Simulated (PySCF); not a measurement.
Geometry:
| atom | x (Å) | y (Å) | z (Å) |
| --- | --- | --- | --- |
| C1 | 2.739 | 0.042 | -0.305 |
| C2 | 1.473 | -0.058 | 0.064 |
| C3 | 0.706 | -1.049 | 0.910 |
| C4 | -0.563 | -0.190 | 0.695 |
| C5 | -1.718 | -0.898 | -0.020 |
| C6 | -2.803 | 0.015 | -0.269 |
| N7 | -3.660 | 0.749 | -0.452 |
| C8 | 0.268 | 0.740 | -0.168 |
| C9 | -0.019 | 1.826 | -0.867 |
| H10 | 3.082 | 0.853 | -0.924 |
| H11 | 3.475 | -0.684 | -0.002 |
| H12 | 0.652 | -2.050 | 0.484 |
| H13 | 1.041 | -1.124 | 1.944 |
| H14 | -0.932 | 0.285 | 1.608 |
| H15 | -1.376 | -1.303 | -0.977 |
| H16 | -2.092 | -1.721 | 0.598 |
| H17 | -1.018 | 2.229 | -0.895 |
| H18 | 0.734 | 2.345 | -1.435 |

Geometry: GFN2-xTB; GIAO shifts from PySCF 2.14.0 with density-fitted response routines, gas phase, non-relativistic, averaged over equivalent atoms.

At mPW1PW91/pcSseg-0 (99 basis functions, 15 s wall time on 1 thread of an Arm Neoverse V1, shared host):
```tsv
atoms	δ (ppm)
C8	157.5
C2	151.4
C6	134.3
C9	121.9
C1	120.9
C4	38.0
C3	37.9
C5	26.0
N7	304.6
H17	6.09
H10	5.91
H18	5.87
H11	5.36
H13	3.09
H14	3.08
H16	2.50
H15	2.37
H12	2.33
```

Scale: ¹³C (195.44 ppm) and ¹H (33.32 ppm) vs TMS; ¹⁵N (267.94 ppm) vs NH3 (reference shieldings calculated alike).

What do these become at PBE0/pcSseg-1?

Answers


| atoms | δ at PBE0/pcSseg-1 | change |
| --- | --- | --- |
| C8 | 156.7 | -0.8 |
| C2 | 151.3 | -0.1 |
| C6 | 124.4 | -9.9 |
| C9 | 114.6 | -7.3 |
| C1 | 113.5 | -7.4 |
| C4 | 38.2 | +0.2 |
| C3 | 35.8 | -2.1 |
| C5 | 23.2 | -2.8 |
| N7 | 298.7 | -5.9 |
| H17 | 6.01 | -0.08 |
| H10 | 5.81 | -0.10 |
| H18 | 5.84 | -0.03 |
| H11 | 5.26 | -0.10 |
| H13 | 2.95 | -0.14 |
| H14 | 3.08 | +0.00 |
| H16 | 2.38 | -0.12 |
| H15 | 2.13 | -0.24 |
| H12 | 2.17 | -0.16 |

References, each an isolated molecule treated in the same way: ¹³C (σ = 186.93 ppm) and ¹H (σ = 31.72 ppm) vs TMS; ¹⁵N (σ = 267.73 ppm) vs NH3.

The largest change is at C6 (nitrile carbon). Cost: 198 basis functions, 39 s wall time on 1 thread of an Arm Neoverse V1, shared host. The order of the carbon signals is the same at both levels.

Experimental scales use liquid or dissolved standards, which lie at an offset from isolated NH3 (liquid NH3: subtract about 20 ppm). Unscaled 15N shifts of sp2 nitrogen come out 20 to 40 ppm too high even then.
